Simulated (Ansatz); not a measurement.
Correlation energies of CH₇ClOSi₂ (`[SiH3]CO[SiH2]Cl`) by basis set

Z-matrix (Å, degrees):
```
Si
C 1 1.890
H 1 1.485 2 109.8
H 1 1.488 2 108.4 3 -119.6
H 1 1.484 2 109.9 3 120.7
O 2 1.425 1 108.9 3 -60.6
H 2 1.098 1 109.9 3 61.0
H 2 1.097 1 110.1 3 178.5
Si 6 1.630 2 123.3 1 172.3
Cl 9 2.056 6 110.8 2 62.3
H 9 1.474 6 106.8 2 -179.3
H 9 1.482 6 111.0 2 -55.3
```

The species carries charge 0 and has multiplicity 1. Geometry: relaxed with PBE0-D4/def2-TZVP. It is one conformer, not always the lowest. Frozen core, restricted reference, Ansatz. CBS rows extrapolate triple and quadruple zeta; past MP2 they add the triple-zeta difference.

```tsv
basis	HF (Eh)	MP2 corr.
def2-TZVPP	-1154.33988	-0.84531
def2-QZVPP	-1154.37683	-0.91417
```

(1) Estimate the CCSD correlation energy and the (T) correction in each basis where they were run (hartree).

## Answers

(1) 
```csv
basis,CCSD corr.,(T)
def2-TZVPP,-0.90880,-0.03416
CBS(def2),-1.02868,as TZ
```
